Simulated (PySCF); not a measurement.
Isomers of C6H8N2. Method used: TDDFT CAM-B3LYP/def2-SVPD, vertical, gas phase, core orbitals frozen in the response in PySCF. Geometries: PBE0-D3(BJ)/def2-SVP; one conformer of each isolated species. Triplets are in the Tamm–Dancoff approximation.

Question: Rank by computed HOMO–LUMO gap, highest first.
A. `N#CC[C@H]1C=NCC1`
B. `CCC1=NC=CN=C1`
C. `CNc1ccccn1`
D. `CNc1ccncc1`

Answer: A (9.87 eV), D (8.38 eV), B (8.24 eV), C (7.74 eV).

| SMILES | gap (eV) | LUMO (eV) | HOMO (eV) | S1 (eV) | T1 (eV) | S1 mainly |
| --- | --- | --- | --- | --- | --- | --- |
| N#CC[C@H]1C=NCC1 | 9.87 | 0.54 | -9.33 | 5.37 | – | H→L (87%) |
| CNc1ccncc1 | 8.38 | 0.82 | -7.56 | 5.15 | 4.07 | H→L (78%) |
| CCc1cnccn1 | 8.24 | -0.39 | -8.62 | 4.14 | 3.46 | H→L (98%) |
| CNc1ccccn1 | 7.74 | 0.57 | -7.17 | 4.67 | 3.70 | H→L (94%) |

H and L stand for HOMO and LUMO; a dash means that no computed state gives the value.

- `N#CC[C@H]1C=NCC1`: Löwdin shares by element: HOMO nitrogen 60% or more, carbon 27% or more; LUMO carbon 34% or more, nitrogen 31% or more, hydrogen 6% or more (atoms not listed hold the other 29%).
- `CNc1ccncc1`: Löwdin shares by element: HOMO nitrogen 46%, carbon 23% or more (atoms not listed hold the other 31%); LUMO carbon 65% or more (atoms not listed hold the other 35%).
- `CCc1cnccn1`: Löwdin shares by element: HOMO nitrogen 55%, carbon 17% or more (atoms not listed hold the other 28%); LUMO nitrogen 48%, carbon 23% or more (atoms not listed hold the other 30%).
- `CNc1ccccn1`: Löwdin shares by element: HOMO carbon 38% or more, nitrogen 28% or more (atoms not listed hold the other 33%); LUMO carbon 54% or more, nitrogen 19% or more (atoms not listed hold the other 27%).
